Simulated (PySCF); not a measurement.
Dy(SH)2 at several levels of theory

Computed with PySCF 2.14.0 (density fitting, no spin-orbit coupling) at the geometry relaxed with PBE0:

```xyz
5
Dy(SH)2 (singlet in the valence; each metal's 4f electrons, 10 of them, lie in its core potential, out of spins and levels)
Dy    0.0000    0.0000   -0.2380
S     2.4792    0.0234    0.8843
H     3.1213   -0.3236   -0.2575
S    -2.4792   -0.0234    0.8843
H    -3.1213    0.3236   -0.2575
```

| level | basis | state | HOMO (eV) | gap (eV) | charge on Dy1 (e) | population of f-type functions on Dy1 (polarisation alone where 4f lies in the core) | dipole about the centre of mass (D) | largest force component (eV/Å) |
| --- | --- | --- | --- | --- | --- | --- | --- | --- |
| PBE0 | Dy lcecp-0-SVP with ECP56, S def2-SVP, H def2-SVP | singlet | – | – | 0.69 | 0.01 | 7.38 | 0.01 |
| TPSSh | the same | singlet | – | – | 0.69 | 0.01 | 7.33 | 0.08 |
| HF | the same | singlet | – | – | 0.92 | 0.01 | 8.14 | 0.58 |

In the lcecp rows the 4f levels are missing from HOMO and gap, and the state counts the valence alone.

Charges are Mulliken's, which hang on the basis. The relaxation used the grid (50, 194), these runs (75, 302) or, all-electron (x2c bases, spin-free X2C Hamiltonian), (99, 590).

What does PBE0 with Dy lcecp-0-TZVP with ECP56, S def2-TZVP, H def2-TZVP give here?

state singlet, charge on Dy1 (e) 1.06, population of f-type functions on Dy1 (polarisation alone where 4f lies in the core) 0.02, dipole about the centre of mass (D) 7.25, largest force component (eV/Å) 0.19. Time: 7.6 s on 2 threads of Arm Neoverse V2 (shared host), from free ions and atoms.

An lcecp potential fixes the number of 4f electrons, so in runs with it no electron can move into or out of that shell; real Dy(II) is rare or takes another configuration.
